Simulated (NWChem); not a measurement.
# BSiH$_{5}$O; SMILES BO[SiH3]

```xyz
8

B     -0.0893    -1.8188    -0.0001
H     -1.3144    -1.8401     0.0000
H      0.5774    -2.8395    -0.0006
O      0.5749    -0.6361     0.0003
Si     0.0123     0.9701    -0.0003
H      0.5557     1.6382     1.2264
H     -1.4907     0.9944     0.0029
H      0.5504     1.6356    -1.2306
```
Atoms are numbered in this order, from 1.

All runs: NWChem. Pople sets run with spherical d functions. Geometry: optimised at PBE-D3(BJ)/def2-SVP. Level: PBE0/6-31+G*; rows give the wavelength of the field.

### Question
Order these by “isotropic polarisability (bohr³)”, lowest first: 589 nm; static; 400 nm.

### Answer
static (41.1), 589 nm (42.4), 400 nm (44.0)
